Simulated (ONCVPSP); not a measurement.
## Plane-wave convergence, ONCV potential for gold

Au (Z = 79), optimised norm-conserving Vanderbilt (ONCV), made with ONCVPSP 4.0.1 (PBEsol, scalar-relativistic). Core [Xe] 4f14, reference 5d10 6s1. Waves: 6s: rc 2.40 bohr, ncon 4, nbas 8, qcut 2.6 1/bohr, 2 projectors, debl 3.6 Ha; p scattering state at 0.03 Ha: rc 2.20 bohr, ncon 4, nbas 9, qcut 3.7 1/bohr, 2 projectors, debl 2.4 Ha; 5d: rc 2.10 bohr, ncon 3, nbas 8, qcut 7.8 1/bohr, 2 projectors, debl 0.7 Ha; f scattering state at 0.1 Ha: rc 2.10 bohr, ncon 4, nbas 9, qcut 5 1/bohr, local. Local part: the f channel. Core correction: none.

Task: For each optimised wave give the share of its norm inside rc, the residual kinetic energy above qcut (Ha) and the cutoffs (Ha) for errors of 10, 1, 0.1 and 0.01 mHa per electron.

Result:

| wave | norm inside rc | residual KE | 10 mHa | 1 mHa | 0.1 mHa | 0.01 mHa |
| --- | --- | --- | --- | --- | --- | --- |
| 6s | 0.386 | 3.5e-03 | 2.6 | 7.7 | 27.0 | 31.8 |
| s projector 2 | 0.123 | 3.4e-01 | 18.9 | 37.4 | 42.6 | 53.9 |
| p projector 1 | 0.111 | 6.0e-04 | 0.9 | 3.9 | 48.1 | 58.9 |
| p projector 2 | 0.143 | 5.4e-02 | 9.7 | 41.4 | 71.0 | 89.2 |
| 5d | 0.798 | 2.6e-08 | 15.0 | 19.0 | 22.3 | 25.1 |
| d projector 2 | 0.099 | 1.2e-08 | 12.5 | 17.1 | 21.0 | 24.2 |
| f projector 1 | 0.000 | 5.4e-08 | 0.2 | 0.3 | 0.8 | 3.4 |

The occupied waves need 19 Ha and 27 Ha for 1 and 0.1 mHa. Rows with under 1 % of the norm inside rc give no meaningful cutoff. Note: ghosts flagged at negative energy: s at -45.8 eV, p at -72.0 eV; GHOST(+) flagged for p at 69.9 eV. A true bound ghost makes a file unfit for plane-wave use.
